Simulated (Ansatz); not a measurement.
Harmonic frequencies (cm⁻¹) at PBE0-D4/def2-TZVP from Ansatz: 77, 113, 130, 142, 154, 156, 211, 242, 368, 423, 430, 434, 717, 756, 787, 2706, 2709, 2711.

Each molecule was computed in one conformer, which needn't be the lowest.

Question: Which molecule is it?
A. `[NH2][Ge]([NH2])([F])[F]`
B. `[CH3][GeH2][I]`
C. `[SH][Ge]([SH])([SH])[Cl]`
D. `[NH2][GeH2][Cl]`

Answer: C.
